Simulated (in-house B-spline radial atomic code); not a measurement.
The numbers below are computed, except where a source is named.
# Mn in an electron gas of r_s = 4: phase shifts, screening and friction

A nucleus sits in a uniform electron gas with a rigid positive background. The Kohn-Sham equations are solved self-consistently in the spin-unpolarised LDA (PW92), non-relativistic, on B-splines with outgoing waves at the boundary and partial waves to l = 8. The model has no lattice, no bands and no magnetic solution. Atomic units; δ_l are the phase shifts at the Fermi level, counted so that each bound state adds π, and good to about 0.0005. A narrow, partly filled d or f resonance in a thin gas would split by spin, so such rows rest on a solution that is probably unstable.

The density parameter is r_s = 4 bohr.

| l | δ_l (rad) |
| --- | --- |
| 0 | 10.0096 |
| 1 | 6.3545 |
| 2 | 2.0656 |
| 3 | -0.0200 |
| 4 | 0.0002 |
| 5 | -0.0002 |
| 6 | -0.0003 |
| 7 | -0.0003 |
| 8 | -0.0003 |

Bound levels below the band bottom (hartree): s -233.3, s -26.43, p -22.63, s -2.658, p -1.577.

Task: Check the Friedel sum rule, and say where the screening charge sits.

Result: k_F = (9π/4)^(1/3)/r_s = 0.47979. The rule is Z = (2/π) Σ (2l + 1) δ_l. The terms are s 6.372, p 12.136, d 6.575, f -0.089 and -0.009 beyond, in all 24.986 against Z = 25. Bound states hold 6 s, 12 p, 0 d electrons, so the scattering states carry 6.99 in all.

Task: Find the transport cross section and the electronic stopping of a 5 keV Mn ion (mass 54.94 u).

Result: σ_tr = (4π/k_F²) Σ (l + 1) sin²(δ_l − δ_(l+1)). The terms for l = 0 to 3 are 0.2413, 1.6623, 2.2727, 0.0016, all together 4.1779, so σ_tr = 54.589 × 4.1779 = 228.071 bohr². With n = 3/(4π r_s³) = 0.00373, the friction coefficient is Q = n k_F σ_tr = 0.4082. For v well below v_F = 0.480, dE/dx = Q v; with 24801 eV per u at v = 1, v = √(5000/(24801 × 54.94)) = 0.0606, so dE/dx = 0.02473 hartree/bohr = 12.7 eV/nm. The largest term couples the d and f waves.
